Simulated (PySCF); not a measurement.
All values below come from B3LYP-D3(BJ)/def2-TZVP in PySCF. All species are isolated molecules in the gas phase. One relaxed conformer stands for a flexible species; it need not be the lowest. B3LYP has the VWN-RPA correlation part, as in Gaussian. Excitations are Tamm–Dancoff values on a coarser integration grid. The basis has no diffuse functions, so Rydberg states are missing or too high.

Reference species (SMILES): `C(=N)=[SiH]N` (neutral, multiplicity 1).

| Property | Result |
|---|---|
| HOMO | -5.46 eV |
| S1 excitation (TDA) | 2.99 eV |
| T1 excitation (TDA) | 1.61 eV |

After one change: the HOMO drops by 2.13 eV; the S1 excitation (TDA) rises by 2.81 eV; the T1 excitation (TDA) goes up by 3.91 eV.

Problem. Which change was made? The new species is one of these.
A. `N#C[SiH2]N`
B. `[H]/N=[SiH]/N=C` (C–N–Si–N torsion 59°)
C. `[H]/N=C\N=[SiH2]` (N–C–N–Si torsion 87°)
D. `N#CN[SiH3]`

Solution. D, `N#CN[SiH3]`
